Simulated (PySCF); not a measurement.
An unknown is described by computed data only.

Formula: C7H13B.

- Triplet: lowest triplet excitation (Tamm–Dancoff): 3.97 eV [TDA B3LYP/def2-SVPD]
- NMR, other nuclei: isotropic shieldings of nuclei other than C and H, by class: 23 (1 B) ppm [GIAO CAM-B3LYP/pcSseg-1]
- 1H NMR: chemical shifts (computed TMS as zero) by class: 5.12 (1 H), 5.03 (1 H), 3.09 (1 H), 2.64 (1 H), 2.63 (1 H), 2.08 (1 H), 1.84 (1 H), 0.76 (6 H) ppm [GIAO CAM-B3LYP/pcSseg-1]
- Polarisability: 97.6 au [B3LYP/def2-SVPD]
- Dipole: 0.49 D [B3LYP/def2-SVPD]
- 13C NMR: chemical shifts (computed TMS as zero) by class: 159.3 (1 C), 118.8 (1 C), 50.1 (1 C), 31.6 (1 C), 19.1 (1 C), 11.5 (2 C) ppm [GIAO CAM-B3LYP/pcSseg-1]
- Rotational structure: rotational constants A, B, C: 2.642, 1.729, 1.346 GHz [PBE0-D3(BJ)/def2-SVP]
- Valence photoelectron: vertical ionisation energy: 8.72 eV [ΔSCF B3LYP/def2-SVPD]

Electronic properties: PySCF, gas phase, density fitting. Levels stand in brackets. Geometry: PBE0-D3(BJ)/def2-SVP, one conformer, isolated molecule. Each NMR value is the plain mean over a class of atoms that symmetry, rotation or inversion makes alike.

**Question.** What is the compound? Reason from the data.

**Answer.** Numbering: `[CH2:1]=[C:2]1[CH2:3][CH2:4][C@H:5]1[B:6]([CH3:7])[CH3:8]`. 7 carbons fall into 6 classes; from least to most shielded: fully substituted alkene carbon [C2] (159.3 ppm), terminal =CH2 carbon [C1] (118.8 ppm), ring sp3 carbon bound to boron [C5] (50.1 ppm), allylic carbon [C3] (31.6 ppm), four-membered-ring carbon [C4] (19.1 ppm), chain sp3 carbon bound to boron [C7/C8] (11.5 ppm, 2 C, up to 5.3 ppm apart in this geometry). Hydrogen classes from least to most shielded: 1 H on a terminal =CH2 carbon, C1 (5.12 ppm), 1 H on a terminal =CH2 carbon, C1 (5.03 ppm), 1 H on an sp3 carbon bound to boron, C5 (3.09 ppm), 1 H on an allylic carbon, C3 (2.64 ppm), 1 H on an allylic carbon, C3 (2.63 ppm), 1 H on a four-membered-ring carbon, C4 (2.08 ppm), 1 H on a four-membered-ring carbon, C4 (1.84 ppm), 6 H on 2 like atoms (sp3 carbon bound to boron), C7/C8 (0.76 ppm, a mean of values up to 0.8 ppm apart in this geometry). The other shieldings belong to: 23 ppm, three-coordinate boron [B6]. The first electron is taken from the HOMO, whose largest Löwdin shares are 0.33 on the terminal =CH2 carbon, 0.24 on the fully substituted alkene carbon, 0.12 on an sp3 carbon bound to boron and 0.07 on the three-coordinate boron. The optimised geometry has point group C1 and is an asymmetric top. Structure: `C=C1CC[C@H]1B(C)C`. Computed isomers that give other values at the same levels: `C=C[C@H]1BCCCC1` (rotational constant A: 4.162 GHz; this holds for the one conformer computed); `BC[C@H]1CCC(=C)C1` (13C chemical shifts (computed TMS as zero) by class: 165.2 (1 C), 114.8 (1 C), 44.5 (1 C), 44.2 (1 C), 43.7 (1 C), 39.1 (1 C), 35.6 (1 C) ppm); `C=C[C@H]1CBCCC1` (rotational constant A: 3.920 GHz; this holds for the one conformer computed). The assignments are read from this structure; whether some other isomer fits the data as well wasn't checked. The mirror image fits equally.

Conformer computed: `[CH2:1]=[C:2]1[CH2:3][CH2:4][C@H:5]1[B:6]([CH3:7])[CH3:8]`: C4–C5–B6–C7 -170°.
